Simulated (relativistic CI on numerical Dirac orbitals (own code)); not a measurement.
**Ni⁴⁺ in a cubic cluster: L2,3 absorption with charge transfer**

Computed with a charge-transfer multiplet model of a cubic metal-ligand cluster with up to 2 ligand holes, Slater and spin-orbit integrals from Dirac-Coulomb-Breit ions, Slater integrals scaled by 0.8. The parameters are those of a tetrahedral site (10Dq negative, t2 hopping the larger). The ground state mixes d6 with configurations of k ligand holes L, whose averages lie at kΔ + k(k − 1)U_dd/2; a core hole lowers each added d electron by U_cd. 300 K, Lorentzian 0.4 eV and Gaussian 0.3 eV FWHM.

Atomic integrals in eV (Slater integrals scaled, ζ unscaled), ground: F2dd 11.354, F4dd 7.124, zeta_d 0.099; with the core hole: F2dd 11.936, F4dd 7.492, zeta_d 0.124, zeta_core 11.400, F2cd 7.214, G1cd 5.576, G3cd 3.173.

Cluster parameters (eV): Δ = -0.7, U_dd = 6.9, 10Dq = -0.25, 10Dq(ligand) = 0, V(eg) = 1.5, V(t2g) = -2.55, final-state hopping factor = 1.

| Case | n_d | d6 | d7L | d8L2 | S |
| --- | --- | --- | --- | --- | --- |
| U_cd = 7 eV | 6.66 | 0.42 | 0.50 | 0.08 | 1.99 |
| U_cd = 8.2 eV | 6.66 | 0.42 | 0.50 | 0.08 | 1.99 |
| U_cd = 8.8 eV | 6.66 | 0.42 | 0.50 | 0.08 | 1.99 |
| U_cd = 9.4 eV | 6.66 | 0.42 | 0.50 | 0.08 | 1.99 |
| U_cd = 10 eV | 6.66 | 0.42 | 0.50 | 0.08 | 1.99 |

Weights, n_d and S are thermal averages at 300 K. Photon energies count from the first peak over 30 % of the highest in each spectrum, which can be another peak from case to case. The parameters are a model scan and need not match a compound or its usual spin state. Peaks in eV (height, largest 100):
- U_cd = 7 eV: -2.5 (10), 0.0 (100), 3.4 (11), 15.9 (8), 17.0 (20), 18.1 (26), 19.8 (8)
- U_cd = 8.2 eV: -2.3 (11), 0.0 (100), 3.1 (12), 5.5 (5), 16.0 (8), 17.1 (20), 18.0 (27)
- U_cd = 8.8 eV: -2.2 (11), 0.0 (100), 2.9 (13), 5.3 (6), 8.1 (6), 16.0 (8), 17.1 (20), 18.0 (28)
- U_cd = 9.4 eV: -2.2 (12), 0.0 (100), 2.8 (14), 5.1 (6), 7.2 (6), 8.2 (8), 16.0 (8), 17.1 (19), 17.9 (28)
- U_cd = 10 eV: -2.2 (13), 0.0 (100), 4.9 (6), 8.2 (11), 15.9 (8), 17.1 (19), 17.8 (28)

For the case U_cd = 8.8 eV, Δ = -0.7 eV is smaller than U_dd = 6.9 eV, the charge-transfer side of the Zaanen-Sawatzky-Allen scheme (negative Δ: between configuration averages a ligand hole costs less than the nominal valence; multiplet and field energies can change this for the lowest states). With the core hole the configuration with one ligand hole lies at Δ + U_dd − U_cd = -0.8, -2.0, -2.6, -3.2, -3.8 eV from the one without, in the order of the table; where this is negative the screened configuration lies lower, though the effective hopping of about 4.2 eV (from the holes of the mixed ground state) mixes the two strongly wherever it is as large as the gap.
